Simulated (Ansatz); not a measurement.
The same atomization along the group C, Si, Ge.

Gas-phase electronic energies from Ansatz, PBE0-D4/def2-TZVP geometries. CBS: MP2 limit from def2 TZ/QZ plus the TZ coupled-cluster correction, frozen cores. This one scheme is used for every species, atoms too. For atomizations the MP2-based limit and the directly extrapolated one differ by several kJ/mol either way, and by 10 to 25 for some Ge, Se and Sn compounds, so smaller differences from it don't rank the levels. No spin–orbit coupling; open shells (•) take unrestricted orbitals. Spin–orbit coupling would lower the free atoms: a little for B, C, F, O, Si; clearly for Ge. For Ge outer-core shells are correlated without core-valence functions, so the limit isn't a true one: a few kJ/mol of doubt a bond, and 10 to 20 or more in all where bonds break to atoms. Scalar relativity is left out up to krypton. Each species was taken in one conformer, which may not be the lowest.

Problem. Order these by ΔE at CCSD(T)/CBS, lowest first. (Best estimate.)
A. `OB(F)N[SiH3]` → B• + F• + 5 H• + N• + O• + Si•
B. `CNB(O)F` → B• + F• + 5 H• + N• + O• + C•
C. `OB(F)[NH][GeH3]` → B• + F• + 5 H• + N• + O• + Ge•

Solution. C (+38.69 eV), A (+40.26 eV), B (+42.93 eV).

Largest T1 diagnostic: 0.014, for B•.
